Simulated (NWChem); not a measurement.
# SiNH$_{3}$ClF; SMILES N[SiH](F)Cl

```xyz
7

Si    -0.0627    -0.4200     0.3724
N      1.4429    -1.0798    -0.0722
F     -1.3126    -0.9205    -0.5133
Cl     0.0452     1.6228     0.0945
H     -0.3652    -0.7476     1.7757
H      1.6883    -2.0280     0.1859
H      1.9353    -0.7698    -0.9008
```
Atoms are numbered in this order, from 1.

All runs: NWChem. Pople sets run with spherical d functions. Structure relaxed at the B3LYP/6-31G* (spherical d) level. Level: B3LYP/6-31G* with SMD (1 M gas to 1 M solution), gas-phase geometry. Reactions with the solvent are ignored.

For solvent n-hexane:

```yaml
cavity-dispersion-structure term (kcal/mol): -0.3
dipole in solution (D): 3.13
```

Problem. What are these values for solvent water?

Solution. The cavity-dispersion-structure term (kcal/mol) is 3.1. The dipole in solution (D) comes out as 3.49.
